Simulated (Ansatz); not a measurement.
Cost and result up the ladder for the cluster InN₂ (the lowest doublet isomer of a short search) (3 atoms). The state is a doublet with charge 0. Geometry: r2SCAN-D4/def2-TZVP.

```csv
atom,x (Å),y (Å),z (Å)
In1,-1.6128,0.9156,-0.1252
N2,1.0751,0.0252,0.1334
N3,0.5377,-0.9408,-0.0082
```

Ansatz on 4 threads of Intel Xeon Platinum 8488C on a shared host. Times are rough, and most runs start from the orbitals of an earlier one. CAM-B3LYP-D4/def2-TZVP serves as the yardstick here, not as an exact answer. Differences are given only for rows in sets of like size (and for xTB, whose basis is part of the method), since another set adds its own error. Binding counts from free atoms at the same level (In doublet, N quartet; other spins of the atoms weren't run), without zero-point energy or a counterpoise term.

In the def2 sets In takes a core potential, while STO-3G treats all electrons; there is no spin–orbit coupling. HSE06 is defined as in plane-wave codes, on full-range PBE exchange. Correlated methods freeze 6 core orbitals; core or outer-core shells of In are correlated, in sets that lack core-valence functions. The structure comes from a short search, and lower isomers may exist.

Correlated methods converge slowly with the basis.

| level | functions | binding energy per atom (eV) | difference from CAM-B3LYP-D4/def2-TZVP (eV) |
| --- | --- | --- | --- |
| PBE-D4/def2-TZVP (with forces) | 112 | 3.58 | 0.30 |
| CAM-B3LYP-D4/def2-TZVP | 112 | 3.28 | 0.00 |
| r2SCAN-D4/def2-TZVPD | 130 | 3.21 | -0.06 |
| BLYP-D4/def2-TZVP | 112 | 3.53 | 0.25 |
| PBE0-D4/def2-TZVP | 112 | 3.26 | -0.02 |
| PBE0-D4/def2-TZVPD | 130 | 3.26 | -0.02 |
| r2SCAN-D4/def2-TZVP | 112 | 3.21 | -0.07 |
| CCSD(T)/def2-TZVPD | 130 | 3.08 | -0.19 |
| HSE06-D4/def2-TZVP | 112 | 3.26 | -0.01 |
| HF/STO-3G | 37 | 0.49 | – |
| PBE-D4/def2-TZVPD | 130 | 3.59 | 0.31 |
| RPA@PBE/def2-TZVP | 112 | 3.03 | -0.24 |
| MP2/def2-TZVP | 112 | 3.27 | -0.01 |
| PBE-D4/def2-SVP | 54 | 3.60 | – |

(1) Estimate how long each takes.

Answers

(1) HF/STO-3G 0.3 s; PBE-D4/def2-SVP 0.4 s; BLYP-D4/def2-TZVP 0.95 s; MP2/def2-TZVP 0.95 s; HSE06-D4/def2-TZVP 1 s; PBE-D4/def2-TZVPD 1.1 s; PBE-D4/def2-TZVP (with forces) 1.1 s; PBE0-D4/def2-TZVPD 1.2 s; RPA@PBE/def2-TZVP 1.5 s; r2SCAN-D4/def2-TZVP 1.6 s; CAM-B3LYP-D4/def2-TZVP 1.9 s; r2SCAN-D4/def2-TZVPD 2.1 s; PBE0-D4/def2-TZVP 3 s; CCSD(T)/def2-TZVPD 9.5 s. On shared hardware such times vary by a factor of up to 3.
